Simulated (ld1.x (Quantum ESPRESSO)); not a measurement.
tantalum, PAW: configuration errors across variants

| Item | Value |
| --- | --- |
| Element | Ta |
| Generator | ld1.x (Quantum ESPRESSO) 7.5 |
| Type | PAW |
| Functional | LDA (PZ) |
| Relativity | scalar-relativistic |
| Frozen core | [Kr] 4d10 4f14 |
| Valence charge | 13 |
| Reference configuration | 5s2 5p6 5d3 6s1.75 6p0.25 |
| Partial waves | 5s (bound): rcut 1.40, rcutus 1.60 bohr; 6s (bound): rcut 1.40, rcutus 1.60 bohr; 5p (bound): rcut 1.70, rcutus 2.15 bohr; 6p (bound): rcut 1.70, rcutus 2.15 bohr; 5d (bound): rcut 1.60, rcutus 1.80 bohr; 5d channel at 3.05 Ry: rcut 1.60, rcutus 1.80 bohr |
| Local potential | all-electron potential smoothed inside 1.35 bohr (lloc = -2) |
| Core correction | a·sin(br)/r model core inside 1.60 bohr |
| Augmentation charge | BESSEL, radius 1.05 bohr |

All-electron excitation energies from the reference (eV): (1) 5s2 5p6 5d3 6s2 6p0 -1.041; (2) 5s2 5p6 5d3 6s1 6p0 7.661; (3) 5s2 5p6 5d3 6s0 6p0 22.970; (4) 5s2 5p6 5d3 6s0 6p1 12.848; (5) 5s2 5p6 5d3 6s1.5 6p0 2.523; (6) 5s2 5p6 5d2 6s2 6p0 6.871; (7) 5s2 5p6 5d2 6s0 6p0 46.897; (8) 5s2 5p6 5d3 6s1.75 6p0.25 spin -1.269; (9) 5s2 5p6 5d3 6s2 6p0 spin -2.088.

Spin tests fill each open shell by Hund’s rule, majority spin first.

The overlap operator is not positive definite (basis up to 400 Ry) in “base”, “waves 5d (bound): rcut 1.44, rcutus 1.52 bohr; 5d channel at 3.05 Ry: rcut 1.44, rcutus 1.52 bohr”, “waves 5s (bound): rcut 1.40, rcutus 2.26 bohr; 6s (bound): rcut 1.40, rcutus 2.26 bohr”, “wave 5d channel at 3.05 Ry: rcut 1.60, rcutus 1.80 bohr becomes 5d channel at 1.55 Ry: rcut 1.60, rcutus 1.80 bohr”, “augmentation GAUSS, radius 1.10 bohr”, “local potential all-electron potential smoothed inside 1.50 bohr (lloc = -2)”, “core correction a·sin(br)/r model core inside 1.86 bohr”. Such files are unfit for use, however small their errors in these radial tests.

5 further variants failed, have other tests or another functional or relativity, and are left out.

Errors AE − PS in meV (a dash: test not solved or not reliable):

| change | (1) | (2) | (3) | (4) | (5) | (6) | (7) | (8) | (9) | bound ghosts |
| --- | --- | --- | --- | --- | --- | --- | --- | --- | --- | --- |
| base | +0.2 | -2.8 | -8.9 | -2.5 | -1.1 | -3.8 | -39 | -5.9 | -5.6 | not determined (overlap not positive) |
| waves 5d (bound): rcut 1.44, rcutus 1.52 bohr; 5d channel at 3.05 Ry: rcut 1.44, rcutus 1.52 bohr | +0.2 | -2.8 | -9.0 | -2.4 | -1.1 | -3.8 | -39 | -5.8 | -5.7 | not determined (overlap not positive) |
| waves 5s (bound): rcut 1.40, rcutus 2.26 bohr; 6s (bound): rcut 1.40, rcutus 2.26 bohr | +0.2 | -0.7 | -3.4 | -2.8 | -0.7 | – | – | – | – | not determined (overlap not positive) |
| wave 5d channel at 3.05 Ry: rcut 1.60, rcutus 1.80 bohr becomes 5d channel at 1.55 Ry: rcut 1.60, rcutus 1.80 bohr | +0.2 | -2.8 | -8.9 | -2.4 | -1.1 | -3.8 | -39 | -5.9 | -5.8 | not determined (overlap not positive) |
| augmentation GAUSS, radius 1.10 bohr | +0.2 | -2.7 | -8.8 | -3.0 | -1.0 | -3.8 | -39 | -5.8 | -5.6 | not determined (overlap not positive) |
| local potential all-electron potential smoothed inside 1.50 bohr (lloc = -2) | +0.3 | -2.6 | -8.9 | -1.0 | -0.9 | -3.6 | -39 | -6.3 | -5.8 | not determined (overlap not positive) |
| core correction a·sin(br)/r model core inside 1.86 bohr | +0.2 | -2.7 | -8.7 | -3.0 | -1.1 | -3.8 | -39 | -5.3 | -5.1 | not determined (overlap not positive) |

(1) Give the same row for: local potential all-electron potential smoothed inside 2.02 bohr (lloc = -2).

Results:

(1) +0.1, -2.9, -9.1, -2.6, -1.1, -5.0, -41, -8.9, -8.3; bound ghosts: none.
